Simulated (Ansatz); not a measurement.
One change: `F/C=[CH]/[AlH2]` becomes `[AlH2]/[CH]=[CH]/[SnH3]`.

Ansatz, PBE0-D4/def2-TZVP geometries, multiplicity 1. 

Elements past krypton have def2 core potentials.

| property | `F/C=[CH]/[AlH2]` |
| --- | --- |
| HOMO–LUMO gap (B3LYP/def2-TZVPP) / eV | 5.89 |
| size of the dipole moment (B3LYP/def2-TZVPP) / D | 0.50 |
| HOMO–LUMO gap (PBE/def2-TZVPP) / eV | 4.39 |
| LUMO energy (B3LYP/def2-TZVPP) / eV | -1.89 |
| size of the dipole moment (PBE/def2-TZVPP) / D | 0.28 |
| HOMO energy (ωB97M-V/def2-TZVPP) / eV | -10.24 |

Question: What does the change do to each property? (Best estimate.)

Answer: The calculation gave: 
```
                                        property  `[AlH2]/[CH]=[CH]/[SnH3]`  shift
           HOMO–LUMO gap (B3LYP/def2-TZVPP) / eV                       5.16  -0.73
size of the dipole moment (B3LYP/def2-TZVPP) / D                       0.17  -0.33
             HOMO–LUMO gap (PBE/def2-TZVPP) / eV                       3.56  -0.83
             LUMO energy (B3LYP/def2-TZVPP) / eV                      -2.05  -0.16
  size of the dipole moment (PBE/def2-TZVPP) / D                       0.20  -0.08
           HOMO energy (ωB97M-V/def2-TZVPP) / eV                      -9.50   0.74
```

With PBE0 the HOMO rises by 0.62 eV and the LUMO falls by 0.18 eV, so the gap narrows by about 0.80 eV. PBE moves the HOMO by 0.60 eV and ωB97M-V by 0.74 eV. Dipoles are sizes alone; their direction can turn.

B3LYP here is the variant with VWN-RPA as its local correlation; programs differ in this.
